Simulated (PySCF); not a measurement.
Dipole response of Tl (thallium, neutral)

[Xe] 4f14 5d10 6s2 6p1, 2P determinant. Calculation: PySCF 2.14, in aug-cc-pVTZ-PP with ECP60MDF (6s5p4d2f, 55 functions); a scalar-relativistic core potential. Coupled (time-dependent) response in atomic units; α is the mean over directions.

| method | mean α (bohr³) | α xx, yy, zz | C₆ (like pair) | S(−4) |
| --- | --- | --- | --- | --- |
| UHF | 77.26 | 56.52, 118.8, 56.52 | 833.3 | 3967 |
| PBE | 85.56 | 58.57, 139.5, 58.57 | 881.8 | 6302 |
| PBE0 | 78.95 | 55.54, 125.8, 55.54 | 818.8 | 4831 |
| r2SCAN0 | 73.49 | 53.09, 114.3, 53.09 | 783.8 | 3609 |
| wB97M-V | 71.22 | 53.12, 107.4, 53.12 | 720.5 | 3881 |

S(−4) is the Cauchy moment in α(ω) = α(0) + S(−4) ω² + …

Reference α: 50 ± 2 bohr³ (recommended; Schwerdtfeger and Nagle, table of static dipole polarizabilities (2023 update)). Published C₆: 509.0 (Gould and Bucko (2016)).

Spin-orbit coupling is absent.

α(iu) at PBE0:

| u (hartree) | α(iu) (bohr³) |
| --- | --- |
| 0 | 78.95 |
| 0.0500 | 69.21 |
| 0.100 | 53.50 |
| 0.200 | 33.22 |
| 0.300 | 23.04 |
| 0.500 | 13.54 |
| 0.750 | 8.553 |
| 1.00 | 6.074 |
| 1.50 | 3.620 |
| 2.00 | 2.414 |
| 3.00 | 1.278 |
| 5.00 | 0.5220 |

The components differ because the open shell of this determinant is not spherical; for a pure term their mean is the scalar polarisability.

Energies and moments cover only the electrons outside the core potential. Spin-orbit coupling, absent here, splits the open shell strongly.
